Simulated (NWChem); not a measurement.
Molecule: C₂H₃FOSi; SMILES C#C[Si@H](O)F

```xyz
8

C      0.0609    -2.4930     0.2054
C      0.0123    -1.2985    -0.0211
Si    -0.0294     0.4931    -0.3858
O      1.2393     1.2633     0.3201
F     -1.4301     1.0504     0.2062
H      0.0999    -3.5500     0.4050
H      0.0178     0.7857    -1.8297
H      1.4596     1.0213     1.2247
```
Atoms are numbered in this order, from 1.

Level: PBE0/def2-SVP (NWChem), optimised geometry, unscaled harmonic frequencies. 

List the harmonic frequencies with IR intensities, and the thermochemistry.


```tsv
frequency (cm⁻¹)	IR intensity (km/mol)
131	5.1
168	0.6
247	57.5
317	58.6
384	72.3
408	72.9
636	59.1
754	25.0
759	26.5
772	56.8
844	56.6
873	351.1
898	130.4
979	198.2
2174	63.4
2345	98.0
3471	48.5
3933	118.9
```

```json
{
  "zero_point_energy": "28.7 kcal/mol",
  "thermal correction to the enthalpy at 298.15 K (with zero-point energy)": "33.2 kcal/mol",
  "heat capacity Cv": "21.3 cal/(mol K)",
  "entropy at 298.15 K and 1 atm (symmetry number 1)": "77.9 cal/(mol K)",
  "dipole_moment": "2.36 D"
}
```

Rigid rotor and harmonic oscillator.
